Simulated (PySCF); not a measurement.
trans-(1R,2R)-1-ethenyl-2-methylcyclopropane (C6H10), SMILES C=C[C@H]1C[C@H]1C. Atoms are numbered in the order given.

```xyz
16

C      1.9044    -0.9915     0.3364
C      1.1348    -0.0702     0.9253
C      0.2293     0.8975     0.2540
C     -0.1248     0.8189    -1.2094
C     -1.1830     0.5107    -0.1842
C     -1.7119    -0.8939    -0.0163
H      1.9496    -1.0971    -0.7514
H      2.5242    -1.6729     0.9250
H      1.1462    -0.0037     2.0209
H      0.2968     1.9088     0.6719
H      0.2693    -0.0233    -1.7854
H     -0.1863     1.7529    -1.7743
H     -1.9323     1.2943    -0.0245
H     -2.1569    -1.0373     0.9823
H     -0.9121    -1.6400    -0.1336
H     -2.4911    -1.1106    -0.7656
```
Charge 0, spin multiplicity 1.

Geometry: B3LYP-D3(BJ)/def2-SVP. The values are those of a single conformer.

The numbers are results of HF/pcSseg-1 (PySCF), not measurements.

GIAO shieldings, no solvent; atoms listed in one row are averaged. δ = σ(ref) − σ: ¹³C against TMS (σ = 192.6 ppm); ¹H against TMS (σ = 31.99 ppm), references at their B3LYP-D3(BJ)/def2-TZVP geometries, non-relativistic.

Computed chemical shifts:
```
nucleus          atoms  count  δ (ppm)
-------  -------------  -----  -------
¹³C                 C2      1    147.1
¹³C                 C1      1    124.7
¹³C                 C3      1     16.2
¹³C                 C6      1     15.3
¹³C                 C5      1     11.4
¹³C                 C4      1      6.8
¹H                  H9      1     6.49
¹H                  H8      1     5.61
¹H                  H7      1     5.35
¹H                 H10      1     1.33
¹H       H14, H15, H16      3     1.23
¹H                 H13      1     0.86
¹H                 H12      1     0.85
¹H                 H11      1     0.64
```
